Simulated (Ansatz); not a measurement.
CH6O4Sn (`C[O][Sn]([OH])([OH])[OH]`), relaxed with RKS PBE0-D4/def2-TZVP in the Gaussian-basis code of Ansatz from a PBE-D4/def2-SVP geometry. The force threshold is 0.005 eV/Å; the program also tests the step.

Total charge 0; spin multiplicity 1. Sn takes the def2 core potential.

Start:

```xyz
12

C     1.974    0.710   -0.221
O     0.648    1.213   -0.307
Sn   -0.857   -0.035    0.108
O    -2.438    1.177    0.179
O    -1.021   -1.507   -1.248
O    -0.598   -1.019    1.831
H     2.665    1.568   -0.366
H     2.207   -0.046   -1.008
H     2.206    0.254    0.770
H    -3.097    0.772    0.778
H    -1.148   -1.112   -2.134
H    -0.541   -1.974    1.620
```

```csv
step,energy (eV),largest force (eV/Å),largest move (Å)
1,-15150.1706,1.047,0.000
2,-15150.3412,0.324,0.068
3,-15150.3537,0.049,0.025
4,-15150.3553,0.114,0.068
5,-15150.3568,0.079,0.039
6,-15150.3598,0.025,0.075
7 (rejected),-15150.1574,2.586,0.196
8,-15150.3617,0.022,0.089
9 (rejected),-15150.3522,0.868,0.099
10,-15150.3624,0.023,0.050
11 (rejected),-15150.3623,0.214,0.049
13,-15150.3633,0.015,0.025
15,-15150.3638,0.077,0.015
17 (rejected),-15150.3631,0.356,0.080
19,-15150.3648,0.196,0.062
21,-15150.3674,0.017,0.110
23,-15150.3686,0.213,0.035
25,-15150.3804,0.182,0.200
27,-15150.3884,0.068,0.095
29 (rejected),-15150.3865,0.701,0.131
31,-15150.3936,0.241,0.073
33,-15150.3948,0.006,0.014
35,-15150.3948,0.003,0.003
```

End:

```xyz
12

C     1.902    0.815   -0.094
O     0.525    1.109   -0.228
Sn   -0.831   -0.247    0.069
O    -2.497    0.742    0.204
O    -1.040   -1.574   -1.340
O    -0.324   -1.258    1.648
H     2.445    1.763   -0.117
H     2.266    0.193   -0.920
H     2.131    0.310    0.851
H    -2.346    1.679    0.355
H    -1.725   -1.336   -1.972
H    -0.506   -2.196    1.545
```

It took 2.9 min on 4 threads of an Arm Neoverse V2 on a shared host, with 0.72 GiB of host memory at the peak.
